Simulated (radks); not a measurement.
Spherical quantum dot in the effective-mass picture: electrons in a parabolic well V = omega^2 r^2 / 2 with omega = 0.0711, with a point charge +1 (a donor) at the centre, all in effective atomic units (hartree* = m*/eps^2 hartree, bohr* = eps/m* bohr), one dielectric constant everywhere. Calculated with a radial shooting solver with Libxc functionals: non-relativistic Kohn-Sham, exchange-only LDA, spin-polarised, spherical densities. Levels are named by radial order and angular momentum (1s, 1p, 1d, 2s, ...), and open shells are averaged over m.

N = 28, configuration 1s2 1p(up 3, down 0) 1d(up 5, down 0) 2s(up 1, down 0) 1f(up 7, down 0) 2p(up 3, down 0) 1g(up 7, down 0). This is the lowest configuration that the search found (a dilute case). Occupied levels:

level    occupation  eigenvalue (hartree*)  <r> (bohr*)
1s down           1                 2.1919        2.027
1s up             1                 2.1963        8.480
1p up             3                 2.2108        12.34
2s up             1                 2.2180        7.845
1d up             5                 2.2258        13.23
1f up             7                 2.2445        13.95
2p up             3                 2.2640        11.29
1g up             7                 2.2665        14.54

Energy (hartree*): total 35.9353, kinetic 1.8337, external 9.1611, Hartree 27.731, exchange-correlation -2.7907.

Electron density:

r (bohr*)  n(r) (e/bohr*^3)
1.20                0.03411
2.54               0.005038
3.88               0.001506
5.23               0.001016
6.57               0.001001
7.91               0.001033
9.25               0.001087
10.6               0.001213
11.9               0.001382
13.3               0.001460
14.6               0.001300
15.9              0.0009089
17.3              0.0004741
18.6              0.0001790
20.0             0.00004851
21.3              9.463e-06
22.6              1.338e-06
24.0              1.380e-07
25.3              1.044e-08
